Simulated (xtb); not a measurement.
Be(H)(SH) (BeH2S), SMILES [BeH][SH]. All values are semi-empirical tight-binding results from xtb (GFN2-xTB unless named), good for trends rather than for accurate numbers. Geometry optimised at GFN2-xTB.

For metal compounds this method's bond lengths and energies can be far off.

```json
{
  "point_group_as_xtb_finds_it": "Cs",
  "orbital_gap": "4.24 eV",
  "zero_point_energy": "9.1 kcal/mol",
  "G − E(el) at 298.15 K (modified RRHO)": "-5.7 kcal/mol"
}
```
